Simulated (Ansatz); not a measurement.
CH$_{5}$NOSi, SMILES `O/C=N/[SiH3]`, relaxed with RKS PBE0-D4/def2-TZVP in Ansatz 0.2.0 from a PBE-D4/def2-SVP geometry. The force threshold is 0.005 eV/Å; the program also tests the step.

Total charge 0; spin multiplicity 1.

Start:

```xyz
9

O    -1.287    2.119   -0.184
C    -0.332    1.198    0.041
N    -0.502   -0.042   -0.186
Si    0.647   -1.344    0.055
H    -2.055    1.609   -0.533
H     0.579    1.706    0.439
H     1.894   -1.149   -0.773
H     1.058   -1.464    1.503
H    -0.001   -2.632   -0.361
```

```csv
step,energy (eV),largest force (eV/Å),largest move (Å)
1,-12526.8395,0.896,0.000
2,-12526.8839,0.222,0.035
3,-12526.8882,0.098,0.014
4,-12526.8884,0.114,0.014
5,-12526.8887,0.038,0.006
6,-12526.8899,0.084,0.080
7,-12526.8909,0.050,0.023
8,-12526.9020,0.195,0.200
9,-12526.9087,0.262,0.087
10,-12526.9175,0.695,0.195
11,-12526.9483,0.045,0.200
12,-12526.9497,0.133,0.049
13 (rejected),-12526.9438,0.476,0.195
14,-12526.9499,0.258,0.088
15,-12526.9536,0.055,0.026
16,-12526.9537,0.005,0.011
17,-12526.9537,0.004,0.007
```

End:

```xyz
9

O    -1.246    2.089   -0.239
C    -0.311    1.136   -0.207
N    -0.547   -0.051    0.126
Si    0.630   -1.314    0.183
H    -2.077    1.671    0.035
H     0.655    1.555   -0.509
H     1.987   -0.833   -0.217
H     0.696   -1.851    1.565
H     0.213   -2.402   -0.737
```

Hardware: 2 threads of an Arm Neoverse V1 on a shared host. Wall time 60 s, peak host memory 0.31 GiB.
